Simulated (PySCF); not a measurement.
# Relaxation of triplet H4RuO

Computed with PySCF, UPBE0, basis Ru def2-TZVP with ECP28, O def2-TZVP, H def2-TZVP (scalar-relativistic core potentials, no spin–orbit coupling, density fitting). A (50,194) grid was used.

A hand-made square pyramidal (ligand arrangement 1) start, of Cs symmetry, held to at least that symmetry:

```xyz
6
charge 0 multiplicity 3, angstrom
Ru    0.0000    0.2067    0.0418
O     0.0000   -1.4659   -0.3137
H     0.0000    0.2067    1.6118
H     1.5357    0.2067   -0.2846
H     0.0000    1.7424   -0.2846
H    -1.5357    0.2067   -0.2846
```

Optimiser trace:
```tsv
step	E − E(last) (kJ/mol)	largest gradient (Eh/bohr)
0	209.25	0.08400
1	152.66	0.03891
2	110.34	0.03080
3	87.03	0.04981
4	50.62	0.03290
5	15.95	0.01347
6	9.87	0.01141
7	5.53	0.00555
8	2.24	0.00779
9	1.16	0.00831
10	0.51	0.00412
11	0.30	0.00093
12	0.27	0.00044
13	0.26	0.00051
14	0.23	0.00061
15	0.19	0.00090
16	0.12	0.00111
17	0.04	0.00121
18	0.01	0.00064
19	0.00	0.00020
```

It ends at Cs with Ru–H 1.610 Å, Ru–H 1.612 Å (×2), Ru–H 1.624 Å, Ru–O 1.705 Å; H–Ru–H 44.7° (×2), H–Ru–H 85.1° (×2), H–Ru–H 88.2°, H–Ru–H 91.7°, H–Ru–O 127.4° (×2), H–Ru–O 129.0°, H–Ru–O 139.3° (after a last refinement on a finer grid). A frequency run shows 2 imaginary modes, down to 914i cm⁻¹, so it is a higher-order saddle point.

Final geometry:
Z-matrix (Å, degrees; charge 0 multiplicity 3):
```
Ru
O  1 1.7054
H  1 1.6101 2 129.04
H  1 1.6123 2 127.40 3 118.84
H  1 1.6242 2 139.28 3 180.00
H  1 1.6123 2 127.40 3 -118.84
```

With open d or f shells other occupations or spin states may lie lower. At this level a singlet minimum of C4v symmetry lies 145 kJ/mol below this structure.

The relaxation took 33 s on 4 threads of a shared AMD EPYC 9R45 96-Core (Zen 5) host, with 95 basis functions and 20 gradients; the process peaked at 0.77 GiB.
